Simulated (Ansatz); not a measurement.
`CB(C)N` + HBr → `CB(N)Br` + CH₄  (ligand exchange at a B–C bond)

Gas-phase electronic energies from Ansatz, PBE0-D4/def2-TZVP geometries. CBS: MP2 limit from def2 TZ/QZ plus the TZ coupled-cluster correction, frozen cores. This one scheme is used for every species. DFT in def2-TZVPP. B3LYP here is the variant with VWN-RPA as its local correlation; programs differ in this. HSE06 is defined as in plane-wave codes. For Br outer-core shells are correlated without core-valence functions, which leaves a few kJ/mol of doubt a bond. Scalar relativity is left out up to krypton. Each species was taken in one conformer, which may not be the lowest.

```
             level  ΔE (kJ/mol)  difference from CCSD(T)/CBS
           BLYP-D4        -90.6                          2.4
          B3LYP-D4        -91.6                          1.4
          HSE06-D4        -91.9                          1.1
      CAM-B3LYP-D4        -88.7                          4.3
            B2PLYP        -93.3                         -0.3
            revPBE        -91.3                          1.7
              PBE0        -91.3                          1.7
           r2SCAN0        -94.7                         -1.7
           LC-ωPBE        -88.9                          4.1
       HF/def2-SVP        -95.5                         -2.5
     CCSD/def2-SVP        -89.3                          3.7
    MP2/def2-TZVPP        -98.2                         -5.2
CCSD(T)/def2-TZVPP        -91.2                          1.8
SCS-MP2/def2-QZVPP        -96.2                         -3.2
     MP2/CBS(def2)        -99.9                         -6.9
    CCSD/CBS(def2)        -92.0                          1.0
       CCSD(T)/CBS        -93.0                            0
```

Largest T1 diagnostic among the species: 0.010.

Leaving LDA and LC-ωPBE aside and taking each functional with its dispersion term where it has one, the values, not all of them listed here, spread over 6.2 kJ/mol, from PBE-QIDH to CAM-B3LYP-D4. LDA lies +4.8 kJ/mol from PBE without D4.
